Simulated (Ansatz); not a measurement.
Basis sets compared for the cluster Cu2Cl2 (the lowest singlet isomer of a short search). Charge 0, multiplicity 1. Geometry r2SCAN-D4/def2-SVP. Ansatz on 4 threads of Arm Neoverse V2 on a shared host; times are rough, and most runs start from earlier orbitals.

```csv
atom,x (Å),y (Å),z (Å)
Cu1,-0.202,0.005,1.121
Cu2,0.202,-0.005,-1.121
Cl3,0.507,-1.886,0.100
Cl4,-0.507,1.886,-0.100
```

The structure comes from a short search, and lower isomers may exist.

Binding counts from free atoms (Cu doublet, Cl doublet) in the same basis, without a counterpoise term.

| level | functions | energy (Eh) | HOMO (eV) | LUMO (eV) | binding per atom (eV) | wall time |
| --- | --- | --- | --- | --- | --- | --- |
| PBE-D4/def2-SVP | 98 | -4199.9407 | -4.79 | -2.47 | 2.70 | 1.1 s |
| PBE-D4/def2-TZVP | 164 | -4200.7623 | -5.52 | -2.94 | 2.43 | 1.6 s |
| r2SCAN-D4/def2-TZVP (with forces) | 164 | -4201.5364 | -5.59 | -2.61 | 2.49 | 5.5 s |
| PBE0-D4/def2-SVP | 98 | -4200.0352 | -6.57 | -1.55 | 2.59 | 1.5 s |
| PBE0-D4/def2-TZVP | 164 | -4200.8320 | -7.17 | -1.94 | 2.37 | 3.3 s |

Problem. Estimate the rows for PBE-D4/def2-TZVPD, r2SCAN-D4/def2-TZVPD, PBE0-D4/def2-TZVPD.

Solution. 
```json
{"level": "PBE-D4/def2-TZVPD", "functions": "188", "energy (Eh)": "-4200.7662", "HOMO (eV)": "-5.59", "LUMO (eV)": "-3.04", "binding per atom (eV)": "2.44", "wall time": "2.5 s"}
{"level": "r2SCAN-D4/def2-TZVPD", "functions": "188", "energy (Eh)": "-4201.5392", "HOMO (eV)": "-5.64", "LUMO (eV)": "-2.69", "binding per atom (eV)": "2.51", "wall time": "6 s"}
{"level": "PBE0-D4/def2-TZVPD", "functions": "188", "energy (Eh)": "-4200.8348", "HOMO (eV)": "-7.22", "LUMO (eV)": "-2.04", "binding per atom (eV)": "2.38", "wall time": "4.2 s"}
```
